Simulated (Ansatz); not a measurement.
Basis-set extrapolation for H7N2OSi2 (`N[SiH]O[SiH2]N`) radical (PBE0-D4/def2-TZVP geometry, frozen core, Ansatz). Multiplicity 2, UHF reference.

|  | def2-TZVPP | def2-QZVPP |
| --- | --- | --- |
| HF | -765.938989 | -765.967951 |
| MP2 correlation | -0.886416 | -0.954579 |
| CCSD(T) correlation | -0.962548 | not run |

Energies in hartree. Use E(X) = E(∞) + A·exp(−7.88·√X) for Hartree–Fock and E(X) = E(∞) + B·X^(−2.97) for correlation, with X = 3 and 4, and add CCSD(T) minus MP2 of the smaller set to the MP2 limit.

**Question.** What is the CCSD(T) energy at the basis-set limit?

**Answer.** HF limit: -765.967951 + (-0.028962) × 0.13774 = -765.97194. MP2 limit: -0.954579 + (-0.068163) × 0.74074 = -1.00507. Higher-order term: -0.962548 − (-0.886416) = -0.07613. Total: -767.05314 hartree, 4.13 eV below CCSD(T)/def2-TZVPP.
